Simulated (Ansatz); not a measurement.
Reaction (formal exchange of groups at the Hf–Cl bond): `[F][Hf]([F])([Cl])[Cl]` + `C=COCCC` → `[CH3][Hf]([F])([F])[Cl]` + `C=COCCCl`

Computed with Ansatz on PBE0-D4/def2-TZVP structures; ΔE is electronic, products minus reactants. CBS: MP2 limit from def2 TZ/QZ plus the TZ coupled-cluster correction, frozen cores. DFT in def2-TZVPP. Elements past krypton have def2 core potentials. For Hf outer-core shells are correlated without core-valence functions, which leaves a few kJ/mol of doubt a bond. One conformer a species, not always the lowest.

| level | ΔE (kcal/mol) |
| --- | --- |
| PBE | 49.8 |
| MP2/def2-QZVPP | 52.2 |

(1) What does CCSD(T)/CBS give? (An estimate is asked.)

Largest T1 diagnostic among the species: 0.015.

Answers

(1) Ansatz gave: +51.0 kcal/mol. The listed levels differ from it by -1.2, 1.2 kcal/mol.

In def2-TZVPP, CCSD(T) changes the Hartree–Fock value by −3.0 kcal/mol (the triples alone add −0.2 kcal/mol) and MP2 by −2.0 kcal/mol. From PBE to PBE0 (25 % exact exchange), in def2-TZVPP and without D4, ΔE moves by +1.4 kcal/mol.
